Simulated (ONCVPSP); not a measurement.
How hard is this molybdenum (Mo) ONCV potential?

| Item | Value |
| --- | --- |
| Element | Mo |
| Generator | ONCVPSP 4.0.1 |
| Type | optimised norm-conserving Vanderbilt (ONCV) |
| Functional | PBE |
| Relativity | scalar-relativistic |
| Frozen core | [Ar] 3d10 |
| Valence charge | 14 |
| Reference configuration | 4s2 4p6 4d5 5s1 |
| Partial waves | 4s+5s: rc 2.05 bohr, ncon 4, nbas 8, qcut 5.3 1/bohr, 2 projectors; 4p: rc 1.20 bohr, ncon 3, nbas 7, qcut 6.6 1/bohr, 2 projectors, debl 2.9 Ha; 4d: rc 1.70 bohr, ncon 4, nbas 7, qcut 6 1/bohr, 2 projectors, debl 1.7 Ha |
| Local potential | polynomial inside 1.05 bohr (lpopt 5, dvloc0 0 Ha) |
| Core correction | none |

For each optimised wave give the share of its norm inside rc, the residual kinetic energy above qcut (Ha) and the cutoffs (Ha) for errors of 10, 1, 0.1 and 0.01 mHa per electron.

```tsv
wave	norm inside rc	residual KE	10 mHa	1 mHa	0.1 mHa	0.01 mHa
4s	0.980	1.1e-05	4.4	6.0	11.2	14.9
5s	0.089	3.1e-05	3.5	6.0	12.3	23.8
4p	0.510	2.6e-03	14.3	40.6	117.9	not reached
p projector 2	0.054	1.1e-03	8.8	22.1	50.0	155.6
4d	0.469	8.1e-04	13.3	17.6	47.2	59.7
d projector 2	0.093	1.2e-03	13.8	18.3	29.9	55.3
```

The occupied waves need 41 Ha and 118 Ha for 1 and 0.1 mHa. Note: no bound ghost flagged; GHOST(+) flagged for s at 61.6 eV.
